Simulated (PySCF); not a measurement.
Gas-phase reaction: Ti(NH₂)₄ + 6 Cl = TiCl₄.NH₃ + 3 NH + 2 HCl

Energies from PySCF, thermal terms from the rigid-rotor harmonic-oscillator model, ideal gas at 1 bar. † marks an energy on the PBE0/def2-TZVP geometry and frequencies; other levels use their own. 6-31G* has spherical d functions here. Open shells (unrestricted): Cl (multiplicity 2, electronic degeneracy 6), NH (multiplicity 3); the rest are closed-shell singlets. Spin-orbit splitting is ignored; it lowers the true energy and changes the entropy of Cl. B3LYP is the form with VWN-RPA correlation. Adducts (TiCl₄.NH₃) have no counterpoise correction, and HF, PBE, BLYP, B3LYP and PBE0 lack dispersion. Ti(NH₂)₄, TiCl₄.NH₃: computed as isolated molecules; such fragments, hydroxides, amides, oligomers or adducts are transient or little studied in the gas. The harmonic model lacks anharmonicity and excited electronic states, which grow with temperature; levels with a mode under 35 cm⁻¹ are left out. Soft modes under 120 cm⁻¹ make the harmonic entropy rough for TiCl₄.NH₃.

ΔH° and ΔS° at 298 K: B3LYP/6-31G* -382 kJ, -68 J/K; HF/def2-TZVP† -490 kJ, -69 J/K; M06-2X/def2-TZVP† -439 kJ, -69 J/K.

Question: With the heat capacities included, give log10 K (1 bar) at 1200, 1400, 1600, 2000, 2500 K from B3LYP/6-31G*, HF/def2-TZVP†, M06-2X/def2-TZVP†.

Answer: 
| T (K) | B3LYP/6-31G* | HF/def2-TZVP† | M06-2X/def2-TZVP† |
|---|---|---|---|
| 1200 | 12.5 | 17.2 | 14.9 |
| 1400 | 10.0 | 14.0 | 12.0 |
| 1600 | 8.0 | 11.5 | 9.9 |
| 2000 | 5.3 | 8.1 | 6.7 |
| 2500 | 3.0 | 5.2 | 4.2 |
